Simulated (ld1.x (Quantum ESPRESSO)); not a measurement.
PBE TM dataset for carbon, non-relativistic all-electron reference.

ld1.x (Quantum ESPRESSO) 7.5 was run on this input:

```
&input
   title='C', zed=6., rel=0, dft='PBE', iswitch=3,
   config='[He] 2s2 2p2 3d-2',
   nld=3, rlderiv=2.75, eminld=-3.0, emaxld=5.0, deld=0.02
 /
 &inputp
   pseudotype=2, tm=.true., lloc=2,
   nlcc=.true., rcore=0.60,
   file_pseudopw='C.UPF', file_wfcaegen='ae.wfc', file_wfcncgen='nc.wfc', file_beta='beta', file_chi='chi'
 /
3
2S  1  0   2.00   0.00  1.15  1.15  0.0
2P  2  1   2.00   0.00  2.55  2.55  0.0
3D  3  2  -2.00   0.05  2.35  2.35  0.0
 &test
   configts(1)='2s2 2p2'
 /
```

Command:

```bash
ld1.x < C.in > C.out
```

The program printed (shortened: banner, matrices, multipoles, cross overlaps and the repeated all-electron block are left out):

```
Program LD1 v.7.5
     --------------------------- All-electron run ----------------------------

     C

     atomic number is  6.00
     dft =PBE   lsd =0 sic =0 latt =0  beta=0.20 tr2=1.0E-14
     Exchange-correlation= PBE
                           (   1   4   3   4   0   0   0)
     mesh =1073 r(mesh) = 100.30751 a.u. xmin = -7.00 dx = 0.01250
     1 Ry =  13.60569312 eV

     n l     nl                  e(Ry)          e(Ha)          e(eV)
     1 0     1S 1( 2.00)       -20.0841       -10.0421      -273.2582
     2 0     2S 1( 2.00)        -1.0098        -0.5049       -13.7391
     2 1     2P 1( 2.00)        -0.3887        -0.1944        -5.2888

     final scf error:  9.1E-15 reached in  35 iterations

     Etot =     -75.496848 Ry,     -37.748424 Ha,   -1027.186944 eV

     Ekin =      75.233286 Ry,      37.616643 Ha,    1023.600998 eV
     Encl =    -175.955993 Ry,     -87.977997 Ha,   -2394.003250 eV
     Eh   =      35.376254 Ry,      17.688127 Ha,     481.318457 eV
     Exc  =     -10.150394 Ry,      -5.075197 Ha,    -138.103149 eV

     normalization and overlap integrals

     s(1S/1S) =  1.000000  <r> =   0.2708  <r2> =    0.0994  r(max) =   0.1730
     s(2S/2S) =  1.000000  <r> =   1.5723  <r2> =    2.9943  r(max) =   1.2162
     s(2P/2P) =  1.000000  <r> =   1.7997  <r2> =    4.2578  r(max) =   1.2011

     ------------------------ End of All-electron run ------------------------

     --------------------- Generating NC pseudopotential ---------------------

      Generating local pot.: lloc=2, matching radius rcloc =   2.3500

      Computing core charge for nlcc:

       r > 0.60 : true rho core
       r < 0.60 : rho core = a sin(br)/r    a=   2.31  b=   4.42

      Integrated core pseudo-charge :   0.42

      Wfc   2S  rcut= 1.143  Using Troullier-Martins method

      Wfc   2P  rcut= 2.543  Using Troullier-Martins method

     ------------------- End of pseudopotential generation -------------------

     Computing logarithmic derivative in   2.75801
     Computing logarithmic derivative in   2.75801
     Computing the partial wave expansion
     R is outside the sphere for l=    0 j= 0.00
     R is outside the sphere for l=    1 j= 0.00
       no projector for channel:   2

     ---------------------- Testing the pseudopotential ----------------------

     C

     atomic number is  6.00   valence charge is  4.00
     dft =PBE   lsd =0 sic =0 latt =0  beta=0.20 tr2=1.0E-14
     mesh =1073 r(mesh) = 100.30751 xmin = -7.00 dx = 0.01250

     n l     nl             e AE (Ry)        e PS (Ry)    De AE-PS (Ry)
     1 0     2S   1( 2.00)       -1.00980       -1.00980        0.00000
     2 1     2P   1( 2.00)       -0.38872       -0.38872       -0.00000

     eps = 2.0E-15  iter =  4

     Etot =     -75.496848 Ry,     -37.748424 Ha,   -1027.186944 eV
     Etotps =   -11.159144 Ry,      -5.579572 Ha,    -151.827889 eV

     Ekin =       5.725951 Ry,       2.862976 Ha,      77.905535 eV
     Encl =     -21.762191 Ry,     -10.881095 Ha,    -296.089688 eV
     Ehrt =       8.626008 Ry,       4.313004 Ha,     117.362818 eV
     Ecxc =      -3.419147 Ry,      -1.709573 Ha,     -46.519862 eV
     (Ecc =      -0.515072 Ry,      -0.257536 Ha,      -7.007905 eV)
     Epseu=      -0.329766 Ry,      -0.164883 Ha,      -4.486693 eV

     ---------------------- End of pseudopotential test ----------------------
```

Generation and configuration tests took about 0.61 s on one core of a shared server CPU.

Transferability test of the new file with ld1.x, input:

```
&input
   title='C', zed=6., rel=0, dft='PBE', iswitch=2,
   config='[He] 2s2 2p2 3d-2'
 /
 &test
   file_pseudo='C.UPF', nconf=8,
   configts(1)='2s2 2p2',
   configts(2)='2s2 2p1',
   configts(3)='2s2 2p0',
   configts(4)='2s1 2p0',
   configts(5)='2s0 2p4',
   configts(6)='2s1 2p2',
   configts(7)='2s2 2p1.5',
   configts(8)='2s2 2p2.3'
 /
```

```bash
ld1.x < C.test.in > C.test.out
```

Pseudopotential blocks of its output, shortened (energy terms left out; the distinct warnings before each block abridged to one line each):

```
     ---------------------- Testing the pseudopotential ----------------------

     n l     nl             e AE (Ry)        e PS (Ry)    De AE-PS (Ry)
     1 0     2S   1( 2.00)       -1.00980       -1.00980        0.00000
     2 1     2P   1( 2.00)       -0.38872       -0.38872        0.00000

     eps = 6.1E-15  iter =  4

     Etot =     -75.496848 Ry,     -37.748424 Ha,   -1027.186944 eV
     Etotps =   -11.159144 Ry,      -5.579572 Ha,    -151.827895 eV

     ---------------------- End of pseudopotential test ----------------------

          ---------------------- Testing the pseudopotential ----------------------

     n l     nl             e AE (Ry)        e PS (Ry)    De AE-PS (Ry)
     1 0     2S   1( 2.00)       -1.89219       -1.88632       -0.00586  !
     2 1     2P   1( 1.00)       -1.25009       -1.23369       -0.01640  !

     eps = 2.4E-15  iter =  7

     Etot =     -74.698268 Ry,     -37.349134 Ha,   -1016.321708 eV
     Etotps =   -10.366051 Ry,      -5.183025 Ha,    -141.037307 eV
     dEtot_ae =       0.798580 Ry
     dEtot_ps =       0.793094 Ry,   Delta E=       0.005487 Ry

     ---------------------- End of pseudopotential test ----------------------

          ---------------------- Testing the pseudopotential ----------------------

     n l     nl             e AE (Ry)        e PS (Ry)    De AE-PS (Ry)
     1 0     2S   1( 2.00)       -2.96647       -2.92478       -0.04168  !
     2 1     2P   1( 0.00)       -2.33488       -2.25144       -0.08344  !

     eps = 2.6E-15  iter =  9

     Etot =     -72.922568 Ry,     -36.461284 Ha,    -992.162081 eV
     Etotps =    -8.634484 Ry,      -4.317242 Ha,    -117.478135 eV
     dEtot_ae =       2.574280 Ry
     dEtot_ps =       2.524661 Ry,   Delta E=       0.049619 Ry

     ---------------------- End of pseudopotential test ----------------------

          Warning: n=2, l=1 expected 0 nodes, found 1
     ---------------------- Testing the pseudopotential ----------------------

     n l     nl             e AE (Ry)        e PS (Ry)    De AE-PS (Ry)
     1 0     2S   1( 1.00)       -4.12179       -4.06459       -0.05720  !
     2 1     2P   1( 0.00)       -3.53530       -3.37476       -0.16054  !

     eps = 3.3E-16  iter =  9

     Etot =     -69.381938 Ry,     -34.690969 Ha,    -943.989360 eV
     Etotps =    -5.143303 Ry,      -2.571651 Ha,     -69.978199 eV
     dEtot_ae =       6.114910 Ry
     dEtot_ps =       6.015842 Ry,   Delta E=       0.099068 Ry

     ---------------------- End of pseudopotential test ----------------------

          ---------------------- Testing the pseudopotential ----------------------

     n l     nl             e AE (Ry)        e PS (Ry)    De AE-PS (Ry)
     1 0     2S   1( 0.00)       -1.07169       -1.08413        0.01244  !
     2 1     2P   1( 4.00)       -0.44774       -0.45545        0.00771  !

     eps = 1.8E-15  iter = 13

     Etot =     -74.251418 Ry,     -37.125709 Ha,   -1010.242003 eV
     Etotps =    -9.908950 Ry,      -4.954475 Ha,    -134.818137 eV
     dEtot_ae =       1.245430 Ry
     dEtot_ps =       1.250194 Ry,   Delta E=      -0.004764 Ry

     ---------------------- End of pseudopotential test ----------------------

          ---------------------- Testing the pseudopotential ----------------------

     n l     nl             e AE (Ry)        e PS (Ry)    De AE-PS (Ry)
     1 0     2S   1( 1.00)       -1.89887       -1.91240        0.01353  !
     2 1     2P   1( 2.00)       -1.25677       -1.25835        0.00158

     eps = 4.9E-17  iter =  9

     Etot =     -74.056137 Ry,     -37.028068 Ha,   -1007.585071 eV
     Etotps =    -9.712698 Ry,      -4.856349 Ha,    -132.147987 eV
     dEtot_ae =       1.440711 Ry
     dEtot_ps =       1.446447 Ry,   Delta E=      -0.005735 Ry

     ---------------------- End of pseudopotential test ----------------------

          ---------------------- Testing the pseudopotential ----------------------

     n l     nl             e AE (Ry)        e PS (Ry)    De AE-PS (Ry)
     1 0     2S   1( 2.00)       -1.42320       -1.42249       -0.00071
     2 1     2P   1( 1.50)       -0.78821       -0.78407       -0.00414

     eps = 1.3E-15  iter =  7

     Etot =     -75.205420 Ry,     -37.602710 Ha,   -1023.221861 eV
     Etotps =   -10.868500 Ry,      -5.434250 Ha,    -147.873470 eV
     dEtot_ae =       0.291428 Ry
     dEtot_ps =       0.290645 Ry,   Delta E=       0.000783 Ry

     ---------------------- End of pseudopotential test ----------------------

          ---------------------- Testing the pseudopotential ----------------------

     n l     nl             e AE (Ry)        e PS (Ry)    De AE-PS (Ry)
     1 0     2S   1( 2.00)       -0.79468       -0.79411       -0.00057
     2 1     2P   1( 2.30)       -0.18427       -0.18459        0.00031

     eps = 3.4E-15  iter =  7

     Etot =     -75.582053 Ry,     -37.791027 Ha,   -1028.346222 eV
     Etotps =   -11.244423 Ry,      -5.622212 Ha,    -152.988174 eV
     dEtot_ae =      -0.085205 Ry
     dEtot_ps =      -0.085279 Ry,   Delta E=       0.000074 Ry

     ---------------------- End of pseudopotential test ----------------------
```
